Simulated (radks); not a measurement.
Spherical quantum dot in the effective-mass picture: electrons in a hard-walled sphere of radius 7.07, with a point charge +2 (a donor) at the centre, all in effective atomic units (hartree* = m*/eps^2 hartree, bohr* = eps/m* bohr), one dielectric constant everywhere. Calculated with a radial shooting solver with Libxc functionals: non-relativistic Kohn-Sham, r2SCAN, spin-polarised, spherical densities, generalised Kohn-Sham scheme. Levels are named by radial order and angular momentum (1s, 1p, 1d, 2s, ...), and open shells are averaged over m. Results are scaled to m* = 0.126 and eps = 13.9, for which hartree* = 17.75 meV and bohr* = 5.838 nm.

N = 41, configuration 1s2 1p6 1d10 2s2 1f14 1g(up 7, down 0). This is the lowest configuration that the search found. Occupied and some empty levels:

level,occupation,eigenvalue (meV),<r> (nm)
1s up,1,115.95,7.796
1s down,1,115.97,6.441
2s up,1,116.89,29.68
1p up,3,117.46,32.08
2s down,1,117.49,30.82
1p down,3,118.11,31.90
1d up,5,118.78,32.36
1d down,5,119.46,32.22
1f up,7,120.70,32.66
1f down,7,121.43,32.55
1g up,7,123.19,32.96
1g down,0,123.98,32.88
1h up,0,126.24,33.25
1h down,0,127.08,33.20
3s up,0,129.11,21.35
3s down,0,129.43,21.32
2p up,0,129.69,20.65
2p down,0,129.97,20.51
2d up,0,133.31,23.65
2d down,0,133.70,23.61

Energy (meV): total 2425.43, kinetic 454.72, external -373.43, Hartree 2573.9, exchange-correlation -229.73.

Electron density:

r (nm),n(r) (e/nm^3)
2.30,0.003997
5.38,0.0006355
8.45,0.0001201
11.5,0.00002651
14.6,0.00001036
17.7,0.00001371
20.7,0.00003080
23.8,0.00006923
26.9,0.0001375
30.0,0.0002276
33.0,0.0002809
36.1,0.0002085
39.2,0.00004744
